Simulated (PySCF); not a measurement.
A run for PySCF: D3(BJ) and D4 dispersion corrections on CH7PSi (SMILES C[SiH2]P), a point of a torsion scan.

```python
from pyscf import gto
from pyscf.dispersion import dftd3, dftd4

mol = gto.M(
    atom='''
    C    -1.18791433    0.65892477   -0.08435015
    Si   -0.08813208   -0.88276656    0.12261120
    P     2.09804166   -0.38410543    0.27243001
    H    -2.23633630    0.38541549   -0.15321134
    H    -1.07765185    1.33555234    0.75954890
    H    -0.93053817    1.21190790   -0.98441440
    H    -0.43928810   -1.58482554    1.36176224
    H    -0.24755049   -1.77666635   -1.02943880
    H     2.17349396    0.22711472   -0.96566585
    H     1.91857012    0.82479731    0.91871462
    ''',
    basis='def2-svp',
    charge=0, spin=0, verbose=0, max_memory=1800)
d3, d4 = {}, {}
for xc in ['hf', 'pbe', 'blyp', 'revpbe', 'tpss', 'r2scan', 'b3lyp', 'pbe0', 'bhlyp', 'camb3lyp', 'b2plyp']:
    d3[xc] = float(dftd3.DFTD3Dispersion(mol, xc=xc, version='d3bj', atm=False).get_dispersion()['energy'])
    print(f'D3(BJ) {xc:10s} {d3[xc]:14.8f} Eh')
for xc in ['hf', 'pbe', 'blyp', 'revpbe', 'tpss', 'r2scan', 'b3lyp', 'pbe0', 'bhlyp', 'camb3lyp', 'b2plyp']:
    d4[xc] = float(dftd4.DFTD4Dispersion(mol, xc={'camb3lyp': 'cam-b3lyp'}.get(xc, xc), atm=True).get_dispersion()['energy'])
    print(f'D4     {xc:10s} {d4[xc]:14.8f} Eh')
```

Output:

```
D3(BJ) hf            -0.06156822 Eh
D3(BJ) pbe           -0.00776277 Eh
D3(BJ) blyp          -0.01698920 Eh
D3(BJ) revpbe        -0.01900166 Eh
D3(BJ) tpss          -0.00995763 Eh
D3(BJ) r2scan        -0.00218607 Eh
D3(BJ) b3lyp         -0.01401538 Eh
D3(BJ) pbe0          -0.00689977 Eh
D3(BJ) bhlyp         -0.01147371 Eh
D3(BJ) camb3lyp      -0.00651288 Eh
D3(BJ) b2plyp        -0.00680688 Eh
D4     hf            -0.02498960 Eh
D4     pbe           -0.00725776 Eh
D4     blyp          -0.01585781 Eh
D4     revpbe        -0.02136514 Eh
D4     tpss          -0.00977586 Eh
D4     r2scan        -0.00175541 Eh
D4     b3lyp         -0.01172941 Eh
D4     pbe0          -0.00614225 Eh
D4     bhlyp         -0.00921662 Eh
D4     camb3lyp      -0.00625574 Eh
D4     b2plyp        -0.00505782 Eh
```

The run finished.

Cost: roughly 0.020 core-seconds.
